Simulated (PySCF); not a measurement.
Sb(H)(OH)2 (H3O2Sb), SMILES [SbH]([OH])[OH].

The structure is a stationary point at PBE0-D3(BJ)/def2-TZVP. The def2 effective core potentials stand for the cores of Sb; spin–orbit coupling is left out. Other conformers were not sampled.

These are r2SCAN/def2-TZVPD run with PySCF values and carry that method's errors.

The molecule is in vacuum.

| Quantity | Value |
|---|---|
| total energy | -392.62147 hartree |
| highest occupied level | -6.78 eV |
| lowest empty level | -1.45 eV |
| orbital gap | 5.33 eV |
| dipole moment | 1.04 D |
| quadrupole, principal values (traceless, Buckingham form, about the centre of nuclear charge) | -8.96, 2.33, 6.63 D·Å |
| mean static polarisability | 51.3 bohr³ (7.60 Å³) |
| polarisability, principal values | 49.0, 51.0, 53.9 bohr³ |
